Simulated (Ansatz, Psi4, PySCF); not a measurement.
C6H14O (SMILES CC(C)CC(C)O), singlet, at a GFN2-xTB geometry. Base run: PBE0/STO-3G in PySCF.

PySCF was given this input:
```python
from pyscf import gto, scf, dft

mol = gto.Mole()
mol.atom = '''
    C    -2.430786    0.703869   -0.803039
    C    -1.255707    0.449180    0.140069
    C    -1.611317   -0.653581    1.132328
    C    -0.003568    0.096171   -0.671054
    C     1.306359    0.165616    0.121118
    C     2.506208    0.284698   -0.821556
    O     1.414163   -1.000108    0.917188
    H    -3.326534    0.946464   -0.235836
    H    -2.633948   -0.182107   -1.400882
    H    -2.217540    1.531424   -1.476530
    H    -1.054741    1.372090    0.697216
    H    -2.444852   -0.346996    1.760895
    H    -1.894947   -1.558629    0.599719
    H    -0.759745   -0.885693    1.763578
    H     0.075535    0.789699   -1.510425
    H    -0.102345   -0.914706   -1.069157
    H     1.284198    1.052872    0.778273
    H     2.441385    1.198399   -1.405787
    H     3.436494    0.305050   -0.254556
    H     2.530908   -0.566790   -1.497904
    H     2.285699   -1.015930    1.326707
'''
mol.basis = 'sto-3g'
mol.charge = 0
mol.spin = 0
mol.verbose = 3
mol.build()

mf = dft.RKS(mol)
mf.xc = 'pbe0'
mf.kernel()
```

The same geometry, method and basis name were run in Ansatz (a first-principles code) and Psi4 and PySCF, at each program's defaults and at the settings that a row names. The base is PySCF at its defaults. Differences at the defaults can come from grids, fitting, cores and function types together.

| code and settings | ΔE vs base (mEh) | basis functions | E (Eh) | SCF cycles | dipole (D) |
|---|---|---|---|---|---|
| PySCF, defaults (exact integrals, its default grid, spherical functions) | 0.000 | 49 | -308.08864 | 8 | 1.35 |
| Psi4, defaults (density fitting with its default set, its default grid, spherical functions) | -1.962 | 49 | -308.09060 | 7 | 1.35 |
| Ansatz, defaults (factorised integrals, its default grid, spherical functions) | 0.003 | 49 | -308.08864 | - | - |
| PySCF, density fitting with def2-universal-jkfit | -1.958 | 49 | -308.09060 | 8 | 1.35 |
| PySCF, fine grid | -0.007 | 49 | -308.08865 | 8 | 1.35 |
| Psi4, exact integrals, spherical functions, fine grid | -0.007 | 49 | -308.08865 | 10 | 1.35 |
| Ansatz, high accuracy | -0.008 | 49 | -308.08865 | - | - |
